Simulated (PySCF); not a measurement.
# Dipole response of V²⁺ (vanadium, charge +2)

[Ar] 3d3, high-spin 4F determinant. Calculation: PySCF 2.14, in x2c-QZVPPall with one added diffuse shell each of s, p, d, f, g type (12s8p6d4f3g, 121 functions); scalar relativity by spin-free X2C-1e. Coupled (time-dependent) response in atomic units; α is the mean over directions.

```
method  mean α (bohr³)  C₆ (like pair)  S(−4)
  BLYP           5.004           15.01  19.98
```

S(−4) is the Cauchy moment in α(ω) = α(0) + S(−4) ω² + …

α(iu) at BLYP:

```json
{"u (hartree)": "0", "α(iu) (bohr³)": "5.004"}
{"u (hartree)": "0.0500", "α(iu) (bohr³)": "4.955"}
{"u (hartree)": "0.100", "α(iu) (bohr³)": "4.819"}
{"u (hartree)": "0.200", "α(iu) (bohr³)": "4.390"}
{"u (hartree)": "0.300", "α(iu) (bohr³)": "3.922"}
{"u (hartree)": "0.500", "α(iu) (bohr³)": "3.161"}
{"u (hartree)": "0.750", "α(iu) (bohr³)": "2.517"}
{"u (hartree)": "1.00", "α(iu) (bohr³)": "2.065"}
{"u (hartree)": "1.50", "α(iu) (bohr³)": "1.460"}
{"u (hartree)": "2.00", "α(iu) (bohr³)": "1.077"}
{"u (hartree)": "3.00", "α(iu) (bohr³)": "0.6462"}
{"u (hartree)": "5.00", "α(iu) (bohr³)": "0.3022"}
```

For an ion, C₆ is the dispersion term alone; charge-induced terms of lower order in 1/R come first.
